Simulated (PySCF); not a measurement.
```xyz
3
charge 0 multiplicity 2, angstrom
Ge    0.0000    0.0000   -0.4379
O     0.0000    0.0000   -2.0804
Cl    0.0000    0.0000    1.8770
```

Computed with PySCF, UPBE0, basis Ge def2-TZVP, O def2-TZVP, Cl def2-TZVP (no relativity, density fitting).

This geometry of GeOCl is a stationary point at this level.

Problem. What is the point group?

Solution. C∞v.

Problem. Is it a minimum?

Solution. No: it has 2 imaginary modes (one degenerate set), at 208i cm⁻¹ (π).

Problem. List the harmonic modes with their infrared intensities.

Solution. 
```csv
symmetry,ω (cm⁻¹),"IR (km/mol, summed over degenerate members)"
π,208i,–
σ+,282,30.0
σ+,915,45.3
```

Problem. Give the atomic charges and bond orders.

Solution. 
```csv
atom,Mulliken,Löwdin,polar tensor,spin (Mulliken),Mayer order to Ge1
Ge1,0.69,0.32,0.72,0.40,–
O2,-0.44,-0.30,-0.38,0.24,2.01
Cl3,-0.25,-0.02,-0.34,0.36,0.91
```

In C∞v the vibrations span π + 2σ+.

Other isomers or separated fragments may lie lower. At this level a doublet minimum of Cs symmetry lies 67 kJ/mol below this structure.
